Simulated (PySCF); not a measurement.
**`N#C[C@H]([SiH3])/C(F)=C\F`, C4H5F2NSi**

Geometry:
| atom | x (Å) | y (Å) | z (Å) |
| --- | --- | --- | --- |
| N1 | -1.402 | -2.341 | -1.176 |
| C2 | -0.848 | -1.545 | -0.571 |
| C3 | -0.185 | -0.524 | 0.188 |
| Si4 | -1.521 | 0.776 | 0.740 |
| C5 | 0.876 | 0.131 | -0.621 |
| F6 | 0.448 | 0.725 | -1.755 |
| C7 | 2.167 | 0.222 | -0.334 |
| F8 | 2.665 | -0.335 | 0.781 |
| H9 | 0.275 | -0.984 | 1.066 |
| H10 | -0.779 | 1.789 | 1.490 |
| H11 | -2.467 | 0.042 | 1.574 |
| H12 | -2.138 | 1.320 | -0.464 |
| H13 | 2.906 | 0.725 | -0.936 |

Theory: PySCF 2.14.0, GIAO B3LYP/pcSseg-1 magnetisability, rotational g tensor and spin-rotation constants, non-relativistic, gas phase. Geometry: GFN2-xTB.

**Question.** What are the magnetisability and the molar susceptibility?

**Answer.** Isotropic -1123 × 10⁻³⁰ J/T², or -67.6 × 10⁻⁶ cm³/mol; principal values -1249, -1091, -1028 × 10⁻³⁰ J/T², anisotropy 197 × 10⁻³⁰ J/T² (root of half the summed squared differences of the principal values). The susceptibility is in cgs units.

**Question.** Split it along the inertial axes a, b, c into diamagnetic and paramagnetic parts about the centre of mass, with the quadrupole moment.

**Answer.** 
```tsv
axis	χ (10⁻⁶ cm³/mol)	diamagnetic (10⁻⁶ cm³/mol)	paramagnetic (10⁻⁶ cm³/mol)	summed x² of all electrons (Å²)	quadrupole Θ (D Å)
a	-65.7	-667.1	601.5	181.2	+1.43
b	-73.8	-1025.9	952.1	96.6	-4.61
c	-63.4	-1178.5	1115.1	60.6	+3.18
```
Anisotropies 2χaa − χbb − χcc = +5.9 and 2χbb − χaa − χcc = -18.5 × 10⁻⁶ cm³/mol. Θ is traceless in Buckingham's convention.

**Question.** And the rotational g tensor?

**Answer.** 
```
axis  rotational constant (GHz)        g  nuclear part  electronic part
   a                     1.9916  -0.0328        0.5300          -0.5628
   b                     1.1926  -0.0131        0.5203          -0.5334
   c                     1.0440  -0.0188        0.5281          -0.5469
```
Asymmetric top; isotopes 12C, 19F, 1H, 14N, 28Si; no vibrational averaging.
